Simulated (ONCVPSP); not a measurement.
**potassium (K), ONCV: configuration errors across variants**

- Element: potassium
- Generator: ONCVPSP 4.0.1
- Type: optimised norm-conserving Vanderbilt (ONCV)
- Functional: PW91
- Relativity: scalar-relativistic
- Frozen core: [Ne]
- Valence charge: 9
- Reference configuration: 3s2 3p6 4s0.75 4p0.25
- Partial waves: 3s+4s: rc 2.35 bohr, ncon 5, nbas 10, qcut 6.7 1/bohr, 2 projectors; 3p+4p: rc 2.10 bohr, ncon 3, nbas 7, qcut 7.8 1/bohr, 2 projectors; d scattering state at 0.2 Ha: rc 2.10 bohr, ncon 4, nbas 7, qcut 4.3 1/bohr, local
- Local potential: the d channel
- Core correction: Teter function, fcfact 2.75, rcfact 1.55

All-electron excitation energies from the reference (eV): (1) 3s2 3p6 4s1 4p0 -0.377; (2) 3s2 3p6 4s0 4p0 3.969; (3) 3s2 3p6 4s0.5 4p0 1.262; (4) 3s2 3p6 4s0 4p1 1.164.

A true bound ghost makes a file unfit for plane-wave use even where its test errors are small: the radial tests pick states by their node count and pass the ghost by.

Errors AE − PS in meV (a dash: test not solved or not reliable):

```json
{"change": "base", "(1)": "0.0", "(2)": "-0.2", "(3)": "-0.1", "(4)": "-0.1", "bound ghosts": "s", "GHOST(+) flags above zero": "none"}
{"change": "s: qcut 4.2", "(1)": "0.0", "(2)": "-0.2", "(3)": "-0.1", "(4)": "-0.1", "bound ghosts": "s", "GHOST(+) flags above zero": "none"}
{"change": "s: qcut 5.3", "(1)": "0.0", "(2)": "-0.2", "(3)": "-0.1", "(4)": "-0.1", "bound ghosts": "s", "GHOST(+) flags above zero": "none"}
{"change": "s: qcut 6.2", "(1)": "0.0", "(2)": "-0.2", "(3)": "-0.1", "(4)": "-0.1", "bound ghosts": "s", "GHOST(+) flags above zero": "none"}
{"change": "s: qcut 7.3", "(1)": "0.0", "(2)": "-0.1", "(3)": "-0.1", "(4)": "0.0", "bound ghosts": "s", "GHOST(+) flags above zero": "none"}
{"change": "s: qcut 10", "(1)": "0.0", "(2)": "-0.1", "(3)": "0.0", "(4)": "0.0", "bound ghosts": "s", "GHOST(+) flags above zero": "none"}
```

Task: Give the same row for: s: qcut 8.9.

Result: 0.0, -0.1, -0.1, 0.0; bound ghosts: s; GHOST(+) flags above zero: none.
